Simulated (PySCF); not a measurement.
Molfile (atoms numbered from 1):
```
C7H8F2
     RDKit          3D

 17 17  0  0  0  0  0  0  0  0999 V2000
    2.4884    0.1216   -0.1541 C   0  0  0  0  0  0  0  0  0  0  0  0
    1.1572    0.1403   -0.1707 C   0  0  0  0  0  0  0  0  0  0  0  0
    0.4079    1.3773   -0.0533 C   0  0  0  0  0  0  0  0  0  0  0  0
   -0.9193    1.3778    0.0390 C   0  0  0  0  0  0  0  0  0  0  0  0
   -1.5965    2.5436    0.1301 F   0  0  0  0  0  0  0  0  0  0  0  0
   -1.7835    0.1629    0.0783 C   0  0  0  0  0  0  0  0  0  0  0  0
   -0.9363   -1.0356    0.4952 C   0  0  1  0  0  0  0  0  0  0  0  0
   -1.6706   -2.1927    0.3214 F   0  0  0  0  0  0  0  0  0  0  0  0
    0.3372   -1.1110   -0.3399 C   0  0  0  0  0  0  0  0  0  0  0  0
    3.0439   -0.7960   -0.2384 H   0  0  0  0  0  0  0  0  0  0  0  0
    3.0636    1.0261   -0.0591 H   0  0  0  0  0  0  0  0  0  0  0  0
    0.9544    2.3072   -0.0403 H   0  0  0  0  0  0  0  0  0  0  0  0
   -2.2167   -0.0297   -0.9094 H   0  0  0  0  0  0  0  0  0  0  0  0
   -2.6106    0.3196    0.7746 H   0  0  0  0  0  0  0  0  0  0  0  0
   -0.6943   -0.9896    1.5651 H   0  0  0  0  0  0  0  0  0  0  0  0
    0.0542   -1.2178   -1.3915 H   0  0  0  0  0  0  0  0  0  0  0  0
    0.9139   -1.9921   -0.0570 H   0  0  0  0  0  0  0  0  0  0  0  0
  1  2  2  0
  2  3  1  0
  3  4  2  0
  4  5  1  0
  4  6  1  0
  6  7  1  0
  7  8  1  0
  7  9  1  0
  9  2  1  0
  1 10  1  0
  1 11  1  0
  3 12  1  0
  6 13  1  0
  6 14  1  0
  7 15  1  1
  9 16  1  0
  9 17  1  0
M  END
```

PySCF calculation with GFN2-xTB geometry and NMR shieldings at PBE0/pcSseg-1/GIAO; one conformer, gas phase, non-relativistic.

Q: Predict the 2D correlation tables (HSQC, COSY, HMBC).

A: 

HSQC (one-bond C–H):
```
        δH          δC
6.10 (H12)  115.6 (C3)
5.24 (H11)  119.4 (C1)
5.23 (H10)  119.4 (C1)
4.94 (H15)   91.5 (C7)
2.81 (H14)   38.0 (C6)
2.77 (H17)   41.3 (C9)
2.76 (H13)   38.0 (C6)
2.45 (H16)   41.3 (C9)
```

COSY cross peaks (H two or three bonds apart, from the bond graph; peaks can be absent where the dihedral angle is near 90°):
```
        δH          δH
5.24 (H11)  5.23 (H10)
4.94 (H15)  2.81 (H14)
4.94 (H15)  2.77 (H17)
4.94 (H15)  2.76 (H13)
4.94 (H15)  2.45 (H16)
2.81 (H14)  2.76 (H13)
2.77 (H17)  2.45 (H16)
```

HMBC (two and three bonds, from the bond graph):
```
        δH                                                        δC
6.10 (H12)  171.2 (C4), 144.6 (C2), 119.4 (C1), 41.3 (C9), 38.0 (C6)
5.24 (H11)                         144.6 (C2), 115.6 (C3), 41.3 (C9)
5.23 (H10)                         144.6 (C2), 115.6 (C3), 41.3 (C9)
4.94 (H15)              171.2 (C4), 144.6 (C2), 41.3 (C9), 38.0 (C6)
2.81 (H14)              171.2 (C4), 115.6 (C3), 91.5 (C7), 41.3 (C9)
2.77 (H17)  144.6 (C2), 119.4 (C1), 115.6 (C3), 91.5 (C7), 38.0 (C6)
2.76 (H13)              171.2 (C4), 115.6 (C3), 91.5 (C7), 41.3 (C9)
2.45 (H16)  144.6 (C2), 119.4 (C1), 115.6 (C3), 91.5 (C7), 38.0 (C6)
```

Shifts are taken against calculated references (same method and geometry level): $^{1}$H (σ = 31.72 ppm) and $^{13}$C (σ = 186.93 ppm) vs TMS.

Short H···H contacts in this conformer between protons four or more bonds apart (candidates for NOE cross peaks, intensity ∝ r⁻⁶): H10···H17 2.45 Å, H11···H12 2.47 Å, H13···H16 2.61 Å.

Shifts are as computed. Against solution values, carbons near 30 ppm lie about +3 ppm off and those near 130 ppm about +5 ppm. Of 1309 compounds with measured shifts, 239 miss one by over three times the rms of a fit or turn the order of signals round; such compounds aren't used in these exercises.
